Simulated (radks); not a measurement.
Values are calculated unless marked as measured or tabulated.
Effect of the nuclear size on neutral selenium, [Ar] 3d10 4s2 4p4. Code: a radial shooting solver on a logarithmic mesh with Libxc functionals. Model: Dirac Kohn-Sham, relativistic LDA (MacDonald-Vosko exchange, VWN5 correlation), spin-unpolarised, spherical densities, finite nucleus; open shells are shared between the two j in proportion to 2j + 1; Fermi nuclear charge, rms radius 4.14 fm. The rms radius is varied about that value; shifts are against it.

rms radius (fm)  total energy shift (eV)  density at nucleus (e/bohr^3)  1s1/2 shift (meV)  2s1/2 shift (meV)  3p1/2 shift (meV)  4s1/2 shift (meV)
3.6101                            -0.111                      3.975e+04              -46.8              -4.66              0.069             -0.069
3.7964                           -0.0734                       3.96e+04              -31.0              -3.09              0.046             -0.046
4.14                                   0                      3.936e+04              0.000              0.000              0.000              0.000
4.5126                            0.0863                      3.912e+04               36.5               3.63             -0.054              0.054
4.8645                             0.174                      3.891e+04               73.6               7.33             -0.109              0.108

Slopes of the eigenvalues against <r^2> in GHz/fm^2, as finite differences over the two radii next to the reference (eigenvalue slopes, not the field-shift constants of lines): 1s1/2 2740, 2s1/2 273, 3p1/2 -4.06, 4s1/2 4.03.
